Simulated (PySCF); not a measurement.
Input and output

NdCl3(NH3) (singlet in the valence; each metal's 4f electrons, 3 of them, lie in its core potential, out of spins and levels). PySCF 2.14.0, RKS PBE, Nd lcecp-1-SVP with ECP49, Cl def2-SVP, N def2-SVP, H def2-SVP; non-relativistic Hamiltonian with scalar-relativistic core potentials where named; density fitting; no spin-orbit coupling. Purpose: level PBE.

```python
mol = gto.M(atom='''
Nd     0.03670    -0.03670     0.03670
Cl     1.17505     1.95034     1.17505
Cl    -1.95034    -1.17505     1.17505
Cl     1.17505    -1.17505    -1.95034
N     -1.43102     1.43102    -1.43102
H     -2.04021     2.04021    -0.88082
H     -0.88082     2.04021    -2.04021
H     -2.04021     0.88082    -2.04021''',
    basis={'Nd': 'lcecp-1-SVP', 'Cl': 'def2-SVP', 'N': 'def2-SVP', 'H': 'def2-SVP'},
    ecp={'Nd': 'lcecp-1-SVP'},
    charge=0, spin=0)
mf = dft.RKS(mol, xc='PBE')
mf.grids.atom_grid = (75, 302)  # f atoms: unpruned, at least (60, 302)
mf = mf.density_fit()  # fitting sets: Nd AutoAux, Cl def2-universal-JKFIT, N def2-universal-JKFIT, H def2-universal-JKFIT
mf.conv_tol = 1e-08; mf.max_cycle = 55
mf.kernel(dm0)  # dm0: converged density of the relaxed state
mf.nuc_grad_method().kernel()
```

Run from Python with OMP_NUM_THREADS=2; the lines above give its settings. Where DIIS fails, smearing, a level shift and second-order steps follow.
It took 8.1 s on 2 threads of Arm Neoverse V1, with other jobs on the host, from an already converged density.

Problem. Where do the frontier levels lie, over both spins?

Solution. HOMO -6.94 eV, LUMO -1.80 eV. The 4f levels lie in the core potential and are missing.

Problem. What are the Mulliken charges and spins?

Solution. 
```
atom  charge (e)  spin (e)
 Nd1       0.647     0.000
 Cl2      -0.306     0.000
 Cl3      -0.306     0.000
 Cl4      -0.306     0.000
  N5      -0.230     0.000
  H6       0.168     0.000
  H7       0.168     0.000
  H8       0.168     0.000
```
The spin of the 4f electrons in the core isn't counted.

Problem. What forces act on the atoms (eV/Å)?

Solution. 
```
Nd   0.02 -0.02  0.02
Cl   0.04  0.06  0.04
Cl  -0.06 -0.04  0.04
Cl   0.04 -0.04 -0.06
N    0.21 -0.21  0.21
H   -0.22  0.22  0.20
H    0.20  0.22 -0.22
H   -0.22 -0.20 -0.22
```
Forces carry noise of the integration grid, about 0.01 to 0.03 eV/Å.

The geometry was relaxed with PBE0 (Nd lcecp-1-SVP with ECP49, Cl def2-SVP, N def2-SVP, H def2-SVP).

An lcecp potential fixes the number of 4f electrons, so in runs with it no electron can move into or out of that shell.
